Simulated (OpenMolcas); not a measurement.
**Re3+: effect of the active space**

```yaml
Program: OpenMolcas
Method: CASSCF or its RAS form
Basis: ANO-RCC-VDZP
Scalar_Hamiltonian: DKH2, point nucleus
Spin-orbit_coupling: RASSI with atomic mean-field integrals over the reference wave functions, term energies averaged over their components
```

A. 4 electrons in 5 orbitals (5d); 2S+1 = 5 even, 5 roots; 2S+1 = 3 even, 45 roots; 2S+1 = 1 even, 50 roots; cost roughly 22 core-seconds
B. 4 electrons in 9 orbitals (RAS2 5d 6s; RAS3 6p, at most 2 electrons); 2S+1 = 5 even, 15 roots; 2S+1 = 3 even, 90 roots kept (CI in the orbitals of an earlier block); 2S+1 = 1 even, 90 roots kept (CI in the orbitals of an earlier block); 2S+1 = 5 odd, 51 roots (16 in the spin-orbit step); 2S+1 = 3 odd, 84 roots kept (CI in the orbitals of an earlier block, 5 in the spin-orbit step); 2S+1 = 1 odd, 89 roots kept (CI in the orbitals of an earlier block, 0 in the spin-orbit step); cost roughly 90 core-seconds

Energies in cm-1 above 5d4 5D0, the measured ground level; measured values from the list in Brasseur, Gamrath and Quinet, At. Data Nucl. Data Tables 157, 101636 (2024).

```csv
Level,A,B,Measured
5d4 5D0 [68 %],0.0,0.0,0.0
5d4 5D1,3056,3629,3084
5d4 5D2,6145,7037,5979
5d4 5D3,8838,9801,8350
5d4 5D4,11009,11830,10121
5d4 3P0(1) [57 %],18110,17330,
5d4 3H4 [58 %],19453,20231,16946
5d4 3G3 [57 %],23536,23763,19817
5d4 3H5,23835,24940,20930
5d4 3P1(1),24478,23128,19340
5d4 3F2(1) [73 %],24614,23811,19851
5d4 3H6,25866,27144,22896
5d4 3F3(1) [56 %],31688,31787,26476
5d4 3D3 [66 %],33727,34228,28526
5d4 3G5,34574,35683,30052
5d4 1I6,36530,38373,32396
5d4 3D1,37562,37647,31543
5d4 1S0(1),42982,43269,36484
5d4 3P2(2),50711,49467,
5d4 3F4(2) [58 %],52548,52977,44726
5d4 3F3(2),55462,55511,46525
5d4 3P1(2),56578,54483,45947
5d4 3P0(2),59396,58271,
5d4 1G4(2) [66 %],59797,58360,
```

Deviations, from unrounded energies. A percentage is the sum of absolute deviations over the sum of measured energies, with the sign that they share, or ± where signs differ.

```
                        Against measurement  Levels      A      B
             mean absolute deviation (cm-1)      19   4300   4700
      fine structure of the ground term (%)       4   ±5.7  +17.3
other terms of the ground configuration (%)      15  +18.3  +19.1
```

A lies closest to measurement on these levels. The largest miss of A in the table is 5d4 3P1(2), by +11000 cm-1. The ranking rests on the paired levels alone, and a cruder setting can come out closer through cancelling errors.

Between A and B the level of the table that moves most is 5d4 3P1(2), by 2100 cm-1 (lowest in B, highest in A).

Without dynamic correlation excited terms often stand tens of per cent too high (terms of higher spin than the ground term too low), and those without a measured partner can miss by more than the paired ones. The basis is small and was not contracted for so high a charge. Some levels mix across a computed gap that differs much from the measured one, so their mixing is not that of the real levels (holds for A). Some high roots are left out of the spin-orbit mixing, which shifts the levels that they would mix with (holds for B). Terms from blocks run as CI alone lack orbitals of their own (holds for B). Computed and measured levels are paired by configuration, term and J; levels that our copy of the source lacks, or whose pairing is in doubt (as where it misses far off the trend of its configuration), stay unpaired and out of the deviations. Only configurations of the active space appear. The table leaves out levels that lie high or whose names do not pair safely across all columns.

A share in square brackets marks a mixed level and gives the weight of the term that names it, the lowest over the columns. A number in round brackets counts repeated terms of one configuration in the order of the reference energies.
